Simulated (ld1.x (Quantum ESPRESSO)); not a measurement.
## Which change was made? (Al, TM)

ld1.x (Quantum ESPRESSO) 7.5 input, shortened:

```
&input
   title='Al', zed=13., rel=1, dft='PZ', iswitch=3,
   config='[Ne] 3s1.75 3p1.25 3d-2'
 /
 &inputp
   pseudotype=2, tm=.true., lloc=-1, rcloc=2.05,
   nlcc=.true., new_core_ps=.true., rcore=0.95
 /
3
3S  1  0   1.75   0.00  1.55  1.55  0.0
3P  2  1   1.25   0.00  2.75  2.75  0.0
3D  3  2  -2.00   0.05  2.45  2.45  0.0
 &test
   configts(1)='3s1.75 3p1.25'
 /
```

Cutoffs, loose and tight: the cutoffs (Ry, on a coarse ladder) from which the occupation-weighted sum of valence levels, in a spherical-Bessel basis at the reference potential, stays within 10 and 1 mRy of its value at 400 Ry. They do not see the model core or the augmentation charge, which bear on the density cutoff. Test errors are all-electron minus pseudo excitation energies from the reference, over the configurations 3s2 3p1; 3s2 3p0; 3s1 3p0; 3s2 3p1.3; 3s2 3p0.5; 3s1 3p1; 3s1 3p2 (two spin-polarised tests are not counted in the largest error); variants that change the core or the reference have their own tests.

The base gives: outcome: generated; cutoff, loose: 21 Ry; cutoff, tight: 55 Ry; bound ghosts: none; largest test error (meV): +17.

Task: After one change the result is: outcome: generated; cutoff, loose: 35 Ry; cutoff, tight: 70 Ry; bound ghosts: none; largest test error (meV): +23. Which change was it?
A. all radii but the core radius scaled by about 1.08 (s 1.68, p 2.98, d 2.64 bohr); local potential all-electron potential smoothed inside 2.22 bohr (lloc = -1)
B. all radii but the core radius scaled by about 1.25 (s 1.94, p 3.42, d 3.06 bohr); local potential all-electron potential smoothed inside 2.56 bohr (lloc = -1)
C. all radii but the core radius scaled by about 0.90 (s 1.40, p 2.46, d 2.20 bohr); local potential all-electron potential smoothed inside 1.84 bohr (lloc = -1)
D. all radii but the core radius scaled by about 0.74 (s 1.14, p 2.04, d 1.82 bohr); local potential all-electron potential smoothed inside 1.52 bohr (lloc = -1)

Result: C. The others give: all radii but the core radius scaled by about 1.25 (s 1.94, p 3.42, d 3.06 bohr); local potential all-electron potential smoothed inside 2.56 bohr (lloc = -1) → outcome: generated; cutoff, loose: 10 Ry; cutoff, tight: 30 Ry; bound ghosts: none; largest test error (meV): +6.0 | all radii but the core radius scaled by about 0.74 (s 1.14, p 2.04, d 1.82 bohr); local potential all-electron potential smoothed inside 1.52 bohr (lloc = -1) → outcome: generated; cutoff, loose: 140 Ry; cutoff, tight: 230 Ry; bound ghosts: s; largest test error (meV): +33 | all radii but the core radius scaled by about 1.08 (s 1.68, p 2.98, d 2.64 bohr); local potential all-electron potential smoothed inside 2.22 bohr (lloc = -1) → outcome: generated; cutoff, loose: 10 Ry; cutoff, tight: 30 Ry; bound ghosts: none; largest test error (meV): +13.
